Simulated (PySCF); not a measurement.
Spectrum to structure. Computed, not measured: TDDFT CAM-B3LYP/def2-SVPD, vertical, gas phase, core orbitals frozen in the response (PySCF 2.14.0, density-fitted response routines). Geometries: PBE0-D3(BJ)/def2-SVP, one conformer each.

```json
{"state": "S1", "λ (nm)": "272.3", "f": "0.073"}
{"state": "S2", "λ (nm)": "234.8", "f": "0.0027"}
{"state": "S3", "λ (nm)": "224.2", "f": "0.020"}
{"state": "S4", "λ (nm)": "222.1", "f": "0.347"}
{"state": "S5", "λ (nm)": "205.8", "f": "0.0001"}
{"state": "S6", "λ (nm)": "195.8", "f": "0.014"}
{"state": "S7", "λ (nm)": "191.9", "f": "0.0050"}
{"state": "S8", "λ (nm)": "180.6", "f": "0.0026"}
{"state": "S9", "λ (nm)": "179.2", "f": "0.072"}
{"state": "S10", "λ (nm)": "174.7", "f": "0.446"}
```

Orbital energies (eV): HOMO-3 -9.81, HOMO-2 -9.19, HOMO-1 -8.62, HOMO -6.93, LUMO 0.62, LUMO+1 1.24, LUMO+2 1.36.

**Question.** Which structure fits? All have the formula C7H10N2.
A. `CCC1=NN=C(C)C=C1`
B. `C/N=C\C(C#N)=C(C)C`
C. `CN(C)c1ccccn1`

**Answer.** C. Its S1, at 4.55 eV, is the highest among the candidates; the nearest of the others has S1 at 4.26 eV. S1 is HOMO→LUMO (95%). Löwdin shares by element: HOMO nitrogen 38%, carbon 27% or more (atoms not listed hold the other 35%); LUMO carbon 55% or more, nitrogen 18% or more (atoms not listed hold the other 27%). At the same level the other candidates give, for their lowest levels:
- `C/N=C\C(C#N)=C(C)C`: 291 nm (f 0.002); 231 nm (f 0.472); 204 nm (f 0.001); 189 nm (f 0.026); 186 nm (f 0.044); T1 3.20 eV; HOMO -8.68, LUMO -0.79 eV
- `CCc1ccc(C)nn1`: 337 nm (f 0.004); 281 nm (f 0.000); 228 nm (f 0.035); 207 nm (f 0.000); 196 nm (f 0.095); T1 2.92 eV; HOMO -7.95, LUMO -0.23 eV

Shape of the structure used: `[CH3:1][N:2]([CH3:3])[c:4]1[cH:5][cH:6][cH:7][cH:8][n:9]1`: C1–N2–C4–C5 0°.
Triplets come from the Tamm–Dancoff approximation.
